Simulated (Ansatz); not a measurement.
SnH3(NHEt) (C2H9NSn) was relaxed with PBE-D4 (def2-SVP) in Ansatz in these states: charge +1 doublet, neutral singlet. The geometries follow in no particular order.

In the def2 sets Sn takes a core potential; there is no spin–orbit coupling.

A:

```xyz
13

Sn    1.8118    0.0099   -1.7338
H     1.9454   -1.4935   -2.5379
H     1.2374    1.3257   -2.6706
H     2.9223    0.3768   -0.4871
N     0.0206   -0.3701   -0.5037
C    -0.1899   -0.0163    0.8611
C    -1.6429    0.2308    1.2621
H    -0.7791   -0.8815   -0.9225
H     0.2084   -0.8904    1.4627
H     0.4968    0.8147    1.1404
H    -2.0476    1.1186    0.7371
H    -1.6951    0.4190    2.3517
H    -2.2881   -0.6437    1.0406
```

B:

Cartesian coordinates in Å:
```
Sn 1.9236 0.2255 -0.7067
H 3.3177 -0.7914 -0.6385
H 1.3290 0.2949 -2.3440
H 2.2488 1.8259 -0.1435
N 0.6226 -0.5596 0.7018
C -0.6605 0.0884 0.9494
C -1.7253 -0.0621 -0.1436
H 0.5038 -1.5734 0.5764
H -1.0733 -0.3019 1.9101
H -0.4725 1.1702 1.1342
H -1.3855 0.3797 -1.1045
H -2.6759 0.4366 0.1409
H -1.9525 -1.1330 -0.3322
```

Problem. Judge from the bond lengths which geometry belongs to which state (an estimate).

Solution. A is the charge +1 doublet (Sn1–N5 2.206 Å, N5–C6 1.426 Å, Sn1–H3 1.714 Å); B is the neutral singlet (Sn1–N5 2.072 Å, N5–C6 1.459 Å, Sn1–H3 1.743 Å).
